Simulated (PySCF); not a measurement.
[MnF6]4-: what the settings change

[MnF6]4- holds Mn(II), d5, at total charge -4. The structure is a PBE0-D3(BJ)/def2-SVP, IEF-PCM water geometry optimised for multiplicity 6; coordination octahedral, point group Oh, metal–donor distances 2.17 Å.

```
7

Mn    0.0000    0.0000    0.0000
F     2.1664    0.0000    0.0000
F    -2.1664    0.0000    0.0000
F     0.0000    2.1664    0.0000
F     0.0000   -2.1664    0.0000
F     0.0000    0.0000    2.1664
F     0.0000    0.0000   -2.1664
```

Method (PySCF 2.14, density fitting): CASSCF(5,5) with orbitals averaged over all microstates of the shell, strongly contracted NEVPT2 on the averaged canonical orbitals; basis x2c-TZVPall on the metal, x2c-SVPall elsewhere; spin-free X2C; IEF-PCM water; spin-orbit coupling by state interaction with the mean-field operator over all roots.

Base run: NEVPT2 ground state 6A1g, next 4T1g at 22716, then 4T2g at 26822 cm⁻¹, 10Dq(CASSCF) 6429, B(CASSCF) 1086, ζ 312 cm⁻¹, g 2.002 2.002 2.002, μeff(300 K) 5.92 μB.

Q: What happens with the basis x2c-TZVPall on all atoms?

A: NEVPT2 ground state 6A1g, next 4T1g at 23113, then 4T2g at 26967 cm⁻¹, 10Dq(CASSCF) 6107, B(CASSCF) 1086, ζ 312 cm⁻¹, g 2.002 2.002 2.002, μeff(300 K) 5.92 μB. It took 31 s against 20 s on a shared host of the same kind.

Q: What happens with orbitals averaged over the highest spin alone?

A: NEVPT2 ground state 6A1g, next 4T1g at 23238, then 4T2g at 27121 cm⁻¹, 10Dq(CASSCF) 6497, B(CASSCF) 1118, ζ 321 cm⁻¹, g 2.002 2.002 2.002, μeff(300 K) 5.92 μB.

No frequencies were computed for the optimised geometry.
